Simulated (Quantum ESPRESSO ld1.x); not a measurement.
K4+, 15 electrons, occupied as [Ne] 3s2 3p3. Method: non-relativistic Kohn-Sham, LDA (Slater exchange, VWN5 correlation), spin-polarised, spherical densities, point nucleus; open shells are filled with parallel spins first; computed with ld1.x of Quantum ESPRESSO 7.5.

Normalised radial functions P(r) = r R(r), r in bohr:

r	2s down	3s down	3p down
0.002641	0.1158	0.0439	0.0005
0.003331	0.1441	0.0546	0.0009
0.004201	0.1787	0.0677	0.0014
0.00534	0.2223	0.0842	0.0022
0.006735	0.2728	0.1033	0.0034
0.008494	0.3324	0.1258	0.0053
0.01071	0.4012	0.1519	0.0083
0.01362	0.4812	0.1821	0.0130
0.01717	0.5646	0.2136	0.0200
0.02166	0.6489	0.2452	0.0305
0.02731	0.7254	0.2737	0.0461
0.03472	0.7825	0.2945	0.0695
0.04379	0.7973	0.2986	0.1016
0.05522	0.7489	0.2780	0.1454
0.06964	0.6126	0.2227	0.2026
0.08853	0.3570	0.1208	0.2756
0.1116	-0.0066	-0.0223	0.3551
0.1408	-0.4625	-0.1980	0.4326
0.1776	-0.9516	-0.3769	0.4894
0.2257	-1.3915	-0.5132	0.4978
0.2847	-1.6429	-0.5363	0.4263
0.359	-1.6466	-0.4020	0.2539
0.4527	-1.4024	-0.1000	-0.0198
0.571	-0.9995	0.3151	-0.3586
0.7258	-0.5670	0.7364	-0.6976
0.9154	-0.2559	0.9909	-0.9180
1.154	-0.0860	1.0055	-0.9606
1.456	-0.0202	0.8010	-0.8188
1.851	-0.0028	0.4866	-0.5531
2.334	-0.0002	0.2249	-0.2937
2.943	0.0000	0.0738	-0.1153
3.712	0.0000	0.0159	-0.0312

2s down: eigenvalue -411.82 eV, 1 radial node at r = 0.111 bohr, <r> = 0.390 bohr, 90 % of the charge inside 0.607 bohr. 3s down: eigenvalue -86.059 eV, 2 radial nodes at r = 0.108, 0.481 bohr, <r> = 1.18 bohr, 90 % of the charge inside 1.75 bohr. 3p down (empty): eigenvalue -68.710 eV, 1 radial node at r = 0.446 bohr, <r> = 1.25 bohr, 90 % of the charge inside 1.90 bohr.
